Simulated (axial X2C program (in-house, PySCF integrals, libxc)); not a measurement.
# Density and ELF of SnSi⁻

All values were computed with an in-house all-electron X2C program for linear molecules (integrals from PySCF). Two-component (2c) means X2C with spin–orbit coupling and atomic mean-field two-electron Coulomb and Gaunt terms. Basis: Sn dyall-acv3z [12s13p10d5f1g], Si dyall-av3z [9s8p3d2f] (cores contracted in-house); Gaussian nuclei, density fitting, unrestricted open shells. Masses: Sn 119.902 u, Si 27.977 u.

PBE0, two-component, state Ω = 3/2 (⟨Sz⟩ = 0.50, ⟨Lz⟩ = 1.00 at PBE0); Sn at z = 0, Si at z = 2.436 Å.

The maps cover the half plane through the axis: z from -2.4 to 4.8 Å along the bond, ρ from 0.15 to 2.25 Å away from it (steps of 0.3 Å, the bottom row nearest the axis).

log10 of the density in e/bohr³:

digits 0 to 9 span -3.74 to 1.82 evenly
```
0001111111111111111110000
0011122222222222222211100
0112222333322222222221110
1122233333333333333322111
1222334444433334443332211
1223344555444444444433221
1223445676544445654433221
1233456797654446875443221
```

Electron localisation function (collinear form, no current term, damped to 0 at low density):

digits 0 to 9 span 0.00 to 1.00 evenly
```
0012333333333332222221100
1234555443444444444443210
2456666544455555566666531
4677775433456666678887753
5788764222346776678998874
6888742343236762127999886
7888633777326721511899986
7888526373526707580799987
```

Axial spin density in 10⁻³ e/bohr³:

digits 0 to 9 span -2.46 to 2.46 evenly, values beyond are clipped
```
4455555555566666665555555
4455555566677777776655555
4445555677788999997655555
4445556788999999999765555
4444556789999999999865544
4444556766899999999754444
4444456485467999787434444
4444445196432334962123444
```

One determinant describes the state; a PBE0 search over occupations chose it and may have missed a lower one. Density functionals use the spin component along the axis (collinear). PBE0 can misorder states that lie within some tenths of an eV, so this need not be the ground state of the molecule. The nearest other 2c determinant of the search, Ω = 1/2, lies 0.09 eV up at the distance of the search. Without a current term, density functionals place determinants with orbital angular momentum somewhat too high. The determinant is spin-polarised beyond a pure state at some levels (its spin-free form has ⟨S²⟩ too high), which makes Re and μ there less reliable.
